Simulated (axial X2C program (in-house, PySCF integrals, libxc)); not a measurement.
## Outer orbitals of InCl at 2.427 Å, PBE0

All values were computed with an in-house all-electron X2C program for linear molecules (integrals from PySCF). Spin-free means the one-electron spin-free X2C Hamiltonian; two-component (2c) means X2C with spin–orbit coupling and atomic mean-field two-electron Coulomb and Gaunt terms, so the difference of the two also holds small scalar two-electron terms. Basis: In dyall-cv3z [11s12p9d4f1g], Cl dyall-av3z [9s8p3d2f] (cores contracted in-house); Gaussian nuclei, density fitting, unrestricted open shells. Masses: In 114.904 u, Cl 34.969 u.

The distance is close to the 2c PBE0 minimum; the highest filled and lowest empty levels are listed.

Spin-free orbitals, state M_S = 0, Λ = 0 (closed shell) (Löwdin shares):

```csv
symmetry,occupied,ε (eV),atomic character
σα,yes,-22.22,"58% In d, 37% Cl s, 2% In p"
δ+α,yes,-21.70,100% In d
δ-α,yes,-21.70,100% In d
π-α,yes,-21.56,100% In d
π+α,yes,-21.56,100% In d
σα,yes,-20.78,"49% Cl s, 46% In d, 3% In p"
σα,yes,-10.69,"53% Cl p, 40% In s, 3% Cl s"
π-α,yes,-8.28,"92% Cl p, 4% In p, 3% In d"
π+α,yes,-8.28,"92% Cl p, 4% In p, 3% In d"
σα,yes,-7.30,"36% In s, 36% Cl p, 21% In p"
π-α,no,-1.85,"86% In p, 6% Cl p, 5% Cl d"
π+α,no,-1.85,"86% In p, 6% Cl p, 5% Cl d"
σα,no,-0.19,"69% In p, 13% In d, 6% Cl p"
σα,no,1.36,"55% In s, 31% Cl s, 5% Cl d"
```

One partner of each degenerate Kramers or spin pair is listed.

Spinors with spin–orbit coupling (state Ω = 0):

```csv
ω,occupied,ε (eV),atomic character,λ mixture
1/2,yes,-22.38,"73% In d, 24% Cl s","80% σ, 20% π"
3/2,yes,-22.18,100% In d,"85% δ, 15% π"
1/2,yes,-21.67,"76% In d, 22% Cl s","72% π, 28% σ"
5/2,yes,-21.38,100% In d,100% δ
3/2,yes,-21.26,100% In d,"85% π, 15% δ"
1/2,yes,-20.71,"55% In d, 41% Cl s, 2% In p","92% σ, 8% π"
1/2,yes,-10.69,"53% Cl p, 40% In s, 3% Cl s",100% σ
1/2,yes,-8.32,"92% Cl p, 4% In p, 3% In d",100% π
3/2,yes,-8.24,"92% Cl p, 4% In p, 3% In d",100% π
1/2,yes,-7.30,"36% In s, 35% Cl p, 21% In p",100% σ
1/2,no,-1.94,"86% In p, 6% Cl p, 5% Cl d",100% π
3/2,no,-1.75,"86% In p, 6% Cl p, 5% Cl d",100% π
1/2,no,-0.18,"69% In p, 13% In d, 6% Cl p",100% σ
1/2,no,1.36,"55% In s, 30% Cl s, 5% Cl d",100% σ
```

One partner of each degenerate Kramers or spin pair is listed.

**Question.** How does the gap between the highest filled and lowest empty level change from the spin-free to the 2c table?

**Answer.** From 5.45 to 5.36 eV at PBE0, a change of -0.09 eV.

Mulliken charges and populations of the two-component result (they depend on the basis, above all on diffuse functions):

In 0.56 e (s 9.92 p 18.47 d 20.04 f 0.01), Cl -0.56 e (s 5.99 p 11.55 d 0.02).

One determinant describes the state; a PBE0 search over occupations chose it and may have missed a lower one.
